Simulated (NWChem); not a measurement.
System: GaH3S2; SMILES [SH][GaH][SH]

```xyz
6

Ga     0.0000     0.0000    -0.5820
H      0.0000     0.0000    -2.1408
S     -1.8446    -0.0253     0.6183
H     -2.6569    -0.0357    -0.4617
S      1.8446     0.0253     0.6183
H      2.6569     0.0357    -0.4617
```
Atoms are numbered in this order, from 1.

All runs: NWChem. Pople sets run with spherical d functions. Geometry: optimised at PBE0/def2-SVP. Vzz is the largest principal value of the second derivative of the potential at the nucleus (NWChem prints the opposite sign); η is the asymmetry. Non-relativistic.

```json
[
 {"level": "PBE/def2-TZVP", "Vzz Ga1 (a.u.)": "2.303", "η Ga1": "0.41", "Vzz S5 (a.u.)": "-1.656", "η S5": "0.98"},
 {"level": "PBE/6-31G*", "Vzz Ga1 (a.u.)": "[?]", "η Ga1": "[?]", "Vzz S5 (a.u.)": "[?]", "η S5": "[?]"},
 {"level": "PBE0/def2-SVP", "Vzz Ga1 (a.u.)": "1.977", "η Ga1": "0.43", "Vzz S5 (a.u.)": "-1.596", "η S5": "0.98"},
 {"level": "PBE0/def2-TZVP", "Vzz Ga1 (a.u.)": "2.536", "η Ga1": "0.40", "Vzz S5 (a.u.)": "1.690", "η S5": "1.00"}
]
```

**Question.** Some entries are withheld; supply them.

**Answer.** 
- PBE/6-31G*, Vzz Ga1 (a.u.): 1.725
- PBE/6-31G*, η Ga1: 0.35
- PBE/6-31G*, Vzz S5 (a.u.): -1.620
- PBE/6-31G*, η S5: 0.88
